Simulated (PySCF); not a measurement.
Correlation energy of Ir²⁺ (iridium, charge +2)

[Xe] 4f14 5d6 6p1, one real determinant (an excited configuration). All numbers are calculated (PySCF 2.14, scalar relativity through the core potential, in def2-QZVPPD with the def2 core potential (60 electrons) (7s5p4d4f2g, 88 functions)). Frozen: 5s2 5p6; 7 electrons correlated.

| level | correlation energy (mhartree) |
| --- | --- |
| CCSD | -127.55 |
| (T) | -4.16 |
| CCSD(T) | -131.71 |

Diagnostics: T1 = 0.0066, D1 = 0.0212, largest double amplitude 0.084.

The real determinant used has ⟨L²⟩ near 8 against 12 for a pure F term, so it mixes terms. Spin-orbit coupling, absent here, splits the open shell strongly.

Cost of the coupled-cluster step: about 24 core-seconds, for 7 correlated electrons.

The reference is one real determinant that mixes LS terms of this configuration.
